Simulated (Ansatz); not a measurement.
Two members of one family (Same ligands, another metal), computed with Ansatz in the gas phase; def2 core potentials for Ag, I, no spin–orbit coupling. Binding counts from free atoms in the multiplicity of their measured ground term, without zero-point energy. A dash marks a value that wasn't run or was left out as unsound. The structures are stationary points that may keep the symmetry of their start. Remarks come from the PBE and PBE0 runs and from stability tests at other levels; not every state was tested. HOMO above LUMO (over both spins in singlets and doublets, within one spin in higher multiplets; at PBE or PBE0), or a gap under 0.15 eV within one spin, warns that the state may not be the lowest or that an electron is smeared out.

First: (CuI)2 ring (singlet, charge 0, PBE0-D4/def2-SVP geometry).

```xyz
4

Cu    0.820    0.264   -0.817
I    -1.037    1.955   -0.410
Cu   -0.820   -0.264    0.817
I     1.037   -1.955    0.410
```

| level | HOMO (eV) | LUMO (eV) | gap (eV) | vertical IE (eV) | vertical triplet (eV) | binding per atom (eV) |
| --- | --- | --- | --- | --- | --- | --- |
| PBE-D4/def2-SVP | -5.07 | -2.32 | 2.75 | – | – | 2.38 |
| PBE-D4/def2-TZVP | -5.64 | -2.68 | 2.96 | 8.40 | 3.04 | 2.15 |
| B97M-V/def2-TZVP | -5.83 | -2.58 | 3.25 | – | – | 2.06 |
| B3LYP-D4/def2-TZVP | -6.87 | -2.12 | 4.75 | – | – | 1.97 |
| PBE0-D4/def2-TZVP | -7.11 | -1.79 | 5.32 | 8.87 | 3.54 | 2.10 |

Remarks: gap within one spin near zero at PBE or PBE0 (+1 doublet), gap within one spin near zero at PBE or PBE0 (triplet).

Second: (AgI)2 ring (singlet, charge 0, PBE0-D4/def2-SVP geometry).

Cartesian coordinates in Å:
```
Ag -1.0349 -0.3544 0.8904
I 1.5919 -0.2518 1.7503
Ag 1.0345 0.3563 -0.8901
I -1.5914 0.2499 -1.7507
```

**Question.** Estimate the same table for the second.

**Answer.** 
```tsv
level	HOMO (eV)	LUMO (eV)	gap (eV)	vertical IE (eV)	vertical triplet (eV)	binding per atom (eV)
PBE-D4/def2-SVP	-6.07	-3.11	2.96	–	–	1.82
PBE-D4/def2-TZVP	-6.08	-3.15	2.93	8.56	2.83	1.82
B97M-V/def2-TZVP	-6.24	-3.04	3.20	–	–	1.73
B3LYP-D4/def2-TZVP	-6.90	-2.65	4.25	–	–	1.69
PBE0-D4/def2-TZVP	-7.11	-2.32	4.79	8.82	3.39	1.80
```

Remarks: gap within one spin near zero at PBE or PBE0 (+1 doublet).
